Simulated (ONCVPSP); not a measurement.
# Before and after: ONCV potential for Cu

ONCVPSP 4.0.1 input, shortened (lines: element, Z, core and valence counts, functional; n l f; lmax; l rc ep ncon nbas qcut; lloc lpopt rc5 dvloc0; l nproj debl; icmod fcfact rcfact), LDA (Perdew-Wang 92), scalar-relativistic:

```
  Cu 29.00    4    3  -001012      upf
    1    0    2.00
    2    0    2.00
    2    1    6.00
    3    0    2.00
    3    1    6.00
    3    2    9.00
    4    0    2.00
    3
    0    2.35    0.00    3    8    2.20
    1    0.75    0.00    4    8   12.40
    2    1.35    0.00    4    9   12.30
    3    2.00    0.19    4    9    4.90
    4    4    0.65    1.00
    0    1    2.80
    1    2    1.90
    2    2    3.80
    3    2    1.40
    3    3.00    1.30
```

In the p channel the program set the typed energies aside and used -2.836, 0.250 Ha.

Change: p: rc 0.72.

Cutoffs: the cutoffs (Ha) at which the residual kinetic energy of the hardest occupied pseudo-wave falls to 1 and 0.1 mHa per electron; they do not see the model core or the augmentation charge, which bear on the density cutoff. Errors are all-electron minus pseudo energies relative to the spin-unpolarised reference configuration.

Question: How do hardness, ghosts and transferability respond?

Answer: The potential gets harder (67 Ha and 235 Ha → 73 Ha and 327 Ha); both files keep a bound ghost (s); the errors of the 4 common tests hardly move. A smaller radius makes the pseudo-wave follow the all-electron one further in, where it bends more sharply, so more plane waves are needed.

```csv
quantity,base,changed
"cutoff, loose",67 Ha,73 Ha
"cutoff, tight",235 Ha,327 Ha
loose cutoff by channel,"s 11 Ha, p 67 Ha, d 58 Ha","s 11 Ha, p 73 Ha, d 58 Ha"
bound ghosts,s,s
GHOST(+) flags under 300 eV,f at 28.2 eV,f at 28.2 eV
"error for 3p6 3d10 4s1, meV [ΔE -2.01 eV]",+94,+94
"error for 3p6 3d10 4s0, meV [ΔE 6.42 eV]",+143,+143
"error for 3p6 3d9 4s0, meV [ΔE 28.11 eV]",-72,-72
"error for 3p6 3d9 4s1 4p1, meV [ΔE 4.93 eV]",-8.8,-8.8
s: phases at 2.39 bohr within 0.05 rad from the reference energy up to (Ha; the scan ends near 5),0.7,0.7
d: phases at 1.37 bohr within 0.05 rad from the reference energy up to (Ha; the scan ends near 5),to the end of the scan,to the end of the scan
f: phases at 2.03 bohr within 0.05 rad from the reference energy up to (Ha; the scan ends near 5),1.0,1.0
"rms error of d²Exc/dni dnj with the model core, mHa",3.10,3.11
```

 A true bound ghost makes a file unfit for plane-wave use even where its test errors are small: the radial tests pick states by their node count and pass the ghost by.
